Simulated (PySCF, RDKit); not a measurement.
Complex: H2O (SMILES O) (first 3 atoms) with CH3F (SMILES CF); geometry from B3LYP-D3(BJ)/def2-TZVP, rigid monomers moved along the line of their centres of mass till H2···F5 is 2.30 Å.
(charge 0, multiplicity 1):
```json
[
 {"atom": "O", "x (Å)": "0.0004", "y (Å)": "0.4835", "z (Å)": "-0.1392"},
 {"atom": "H", "x (Å)": "0.2093", "y (Å)": "-0.1354", "z (Å)": "0.5728"},
 {"atom": "H", "x (Å)": "-0.4386", "y (Å)": "-0.0408", "z (Å)": "-0.8158"},
 {"atom": "C", "x (Å)": "-0.2182", "y (Å)": "0.5463", "z (Å)": "3.4337"},
 {"atom": "F", "x (Å)": "0.2400", "y (Å)": "-0.6283", "z (Å)": "2.8187"},
 {"atom": "H", "x (Å)": "-0.5240", "y (Å)": "1.2406", "z (Å)": "2.6528"},
 {"atom": "H", "x (Å)": "-1.0601", "y (Å)": "0.2865", "z (Å)": "4.0745"},
 {"atom": "H", "x (Å)": "0.5984", "y (Å)": "0.9612", "z (Å)": "4.0232"}
]
```

Monomers are frozen at their geometry in the pair; levels with a basis set take the counterpoise correction. Rows marked so take none.

Rows in 3-21G, 6-31G*, STO-3G carry no dispersion term and start afresh at each structure (6-31G* with six Cartesian d functions).

The values were computed with PySCF for 3-21G rows, 6-31G* rows, STO-3G rows; RDKit for the force fields. 

Task: One of these levels gives -2.94 kcal/mol for the interaction energy. Name it.
A) B3LYP/3-21G (no counterpoise)
B) HF/STO-3G (no counterpoise)
C) B3LYP/6-31G* (no counterpoise)
D) MMFF94

Result: D, MMFF94. The others give -1.64 (HF/STO-3G (no counterpoise)), -7.81 (B3LYP/3-21G (no counterpoise)), -5.34 (B3LYP/6-31G* (no counterpoise))
